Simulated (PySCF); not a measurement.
Compound: C₃HBrO.
Atom-mapped SMILES: `[O:1]=[c:2]1[cH:3][c:4]1[Br:5]` (hydrogens: H6 on C3)

The calculation used PySCF 2.14.0, PBE0-D3(BJ)/def2-SVP geometry optimisation, gas phase.

Give the optimised bond lengths and angles.

| bond | length (bohr) | order |
| --- | --- | --- |
| O1=C2 | 2.253 | double |
| C2–C3 | 2.721 | aromatic |
| C3–C4 | 2.538 | aromatic |
| C4–Br5 | 3.486 | single |
| C2–C4 | 2.721 | aromatic |
| C3–H6 | 2.063 | single |

Orders are formal, as drawn. A selection of angles:
| angle | degrees |
| --- | --- |
| O1–C2–C3 | 151.6 |
| O1–C2–C4 | 152.8 |
| C3–C2–C4 | 55.6 |
| C2–C3–C4 | 62.2 |
| C2–C3–H6 | 151.7 |
| C4–C3–H6 | 146.0 |
| C3–C4–Br5 | 142.7 |
| C2–C4–C3 | 62.2 |
| C2–C4–Br5 | 155.1 |

The 3 C–C bonds span 1.343 Å (C3–C4, drawn aromatic) to 1.440 Å (C2–C4, drawn aromatic), a spread of 0.097 Å. The 5 heavy atoms lie in one plane (0.001 Å rms). The 3-membered ring C2–C3–C4 has internal angles of 55.6° to 62.2°.

Point group: Cs (every atom within 0.08 Å of its image). Stationary, but not proved a minimum.
